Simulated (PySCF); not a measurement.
PBE on Tl⁻ (thallium, charge -1), [Xe] 4f14 5d10 6s2 6p2, high-spin 3P determinant. Calculation: PySCF 2.14, in aug-cc-pwCVTZ-DK3; the spin-free X2C one-electron Hamiltonian (Gaussian nucleus).

```
cycle= 1 E= -20247.8849313895  delta_E= -0.029  |g|= 0.269  |ddm|= 0.929
cycle= 2 E= -20247.8821168954  delta_E= 0.00281  |g|= 0.282  |ddm|= 0.283
cycle= 3 E= -20247.888679892  delta_E= -0.00656  |g|= 0.0424  |ddm|= 0.195
cycle= 4 E= -20247.8893137  delta_E= -0.000634  |g|= 0.00936  |ddm|= 0.126
cycle= 5 E= -20247.8894564376  delta_E= -0.000143  |g|= 0.00118  |ddm|= 0.0535
cycle= 6 E= -20247.8894596674  delta_E= -3.23e-06  |g|= 9.54e-05  |ddm|= 0.00842
cycle= 7 E= -20247.8894596941  delta_E= -2.67e-08  |g|= 8.14e-06  |ddm|= 0.000747
cycle= 8 E= -20247.8894596942  delta_E= -1.93e-10  |g|= 7.91e-07  |ddm|= 6.7e-05
converged SCF energy = -20247.8894596942  <S^2> = 2.0011595  2S+1 = 3.0007729
```

Highest occupied orbital energy: 1.173 eV; ⟨L²⟩ = 2.00; populations by l: s 12.00, p 26.00, d 30.00, f 14.00.

Task: Can this result be used?

Result: With care. The run converged. Spin-orbit coupling is strong in this species (close to jj coupling), so the high-spin LS determinant is a model state, not a physical level. At PBE the highest occupied level has a positive energy, so only the finite basis holds that electron; in a semilocal or global hybrid functional this comes from self-interaction and does not mean that the real anion is unbound.
